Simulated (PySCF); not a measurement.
Exercise with solution: oscillator strength and radiative lifetime

C₂H₆BClO₂, SMILES CCOB(O)Cl.

Coordinates come from a PBE-D3(BJ)/def2-SVP optimisation. Other conformers were not sampled.

TDDFT-LC-ωPBE/def2-SVPD (PySCF) puts the first singlet state with f over 0.02 at 8.78 eV (vertical), with the transition dipole (0.402, -0.068, -0.098) in atomic units.

Problem. Find the oscillator strength, the wavelength and the radiative lifetime that this transition would have in vacuum if emission retraced absorption.

Solution. 
|μ|² = 0.1758 au, so |μ| = 1.07 D. ΔE = 8.78/27.211 = 0.3227 hartree. f = (2/3) ΔE |μ|² = 0.038 (the program prints 0.038).
λ = 1239.84/8.78 = 141 nm; ν = 70815 cm⁻¹.
Einstein's coefficient A = 0.6670 ν² f s⁻¹ (ν in cm⁻¹) = 1.3e8 s⁻¹, so τ = 1/A = 7.9 ns. This state is S1. The figure is the radiative limit of this one transition; relaxation, internal conversion, crossing to triplets and a medium change what is measured.
